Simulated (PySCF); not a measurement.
# Electron correlation in Mo (molybdenum, neutral)

[Kr] 4d4 5s1 5p1, one real determinant (an excited configuration). Computed with PySCF 2.14 in aug-cc-pwCVDZ-PP with ECP28MDF (6s6p5d3f, 70 functions), with a scalar-relativistic core potential. Frozen: 4s2 4p6; 6 electrons correlated.

MP2 pair energies summed by pair of shells (mhartree):

```csv
pair,energy,share (%)
4d-4d,-34.03,59.4
4d-5s,-14.27,24.9
4d-5p,-6.95,12.1
5s-5p,-2.02,3.5
```

Total MP2 correlation energy: -57.28 mhartree.

Same-spin part -57.28 and opposite-spin part 0.00 mhartree; SCS-MP2 scales them by 1/3 and 6/5 to -19.09 mhartree.

The reference is one real determinant that mixes LS terms of this configuration.
